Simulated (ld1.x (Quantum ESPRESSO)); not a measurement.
# Al: variants of one TM semilocal potential

Base potential:

```
Element                 : aluminium (Al)
Generator               : ld1.x (Quantum ESPRESSO) 7.5
Type                    : norm-conserving Troullier–Martins (semilocal form)
Functional              : PBE
Relativity              : scalar-relativistic
Frozen core             : [Ne]
Valence charge          : 3
Reference configuration : 3s2 3p1
Partial waves           : 3s (bound): rc 1.90 bohr; 3p (bound): rc 2.75 bohr; 3d channel at -0.1 Ry: rc 2.40 bohr
Local potential         : the d channel
Core correction         : none
```

Cutoffs, loose and tight: the cutoffs (Ry, on a coarse ladder) from which the occupation-weighted sum of valence levels, in a spherical-Bessel basis at the reference potential, stays within 10 and 1 mRy of its value at 400 Ry. They do not see the model core or the augmentation charge, which bear on the density cutoff. Test errors are all-electron minus pseudo excitation energies from the reference, over the configurations 3s2 3p0; 3s1 3p0; 3s2 3p0.5; 3s2 3p1.3; 3s1 3p1; 3s0 3p3; 3s1 3p2. A dash means not determined; rows that change the core or the reference have their own tests.

A semilocal file is local in each channel, so a ghost entry of none says nothing of the separable form that plane-wave codes build from it.

| change | outcome | cutoff, loose | cutoff, tight | bound ghosts | largest test error (meV) |
| --- | --- | --- | --- | --- | --- |
| base | generated | 10 Ry | 30 Ry | none | +30 |
| wave 3s (bound): rc 1.90 bohr becomes 3s (bound): rc 1.48 bohr | generated | 30 Ry | 70 Ry | none | +49 |
| wave 3s (bound): rc 1.90 bohr becomes 3s (bound): rc 1.86 bohr | generated | 10 Ry | 30 Ry | none | +30 |
| wave 3s (bound): rc 1.90 bohr becomes 3s (bound): rc 2.02 bohr | generated | 10 Ry | 30 Ry | none | +30 |
| wave 3s (bound): rc 1.90 bohr becomes 3s (bound): rc 2.22 bohr | generated | 10 Ry | 25 Ry | none | +31 |
| wave 3s (bound): rc 1.90 bohr becomes 3s (bound): rc 2.66 bohr | generated | 8 Ry | 18 Ry | none | +26 |
| wave 3s (bound): rc 1.90 bohr becomes 3s (bound): rc 2.84 bohr | generated | 8 Ry | 18 Ry | none | +20 |

Task: What comes out with this change to the base: wave 3s (bound): rc 1.90 bohr becomes 3s (bound): rc 1.62 bohr?

Result: outcome: generated; cutoff, loose: 10 Ry; cutoff, tight: 30 Ry; bound ghosts: none; largest test error (meV): +35.

Task: What comes out with this change to the base: wave 3s (bound): rc 1.90 bohr becomes 3s (bound): rc 1.26 bohr?

Result: outcome: generated; cutoff, loose: 50 Ry; cutoff, tight: 140 Ry; bound ghosts: none; largest test error (meV): +107.

Task: What comes out with this change to the base: wave 3s (bound): rc 1.90 bohr becomes 3s (bound): rc 2.42 bohr?

Result: outcome: generated; cutoff, loose: 8 Ry; cutoff, tight: 21 Ry; bound ghosts: none; largest test error (meV): +32.

Reading the sweep of the s radius (base included, trends over the rows without a ghost): The loose cutoff falls from 50 Ry at 1.26 to 8 Ry at 2.84 bohr. A larger radius leaves more room for a smooth pseudo-wave, so fewer plane waves are needed; a smaller one forces it to follow the all-electron wave where it bends sharply. The median size of the test errors (rows with all tests solved) falls from 12.5 meV at 1.26 to 1.3 meV at 2.84 bohr. This runs against the usual rule that a larger radius transfers worse; these runs do not show why.
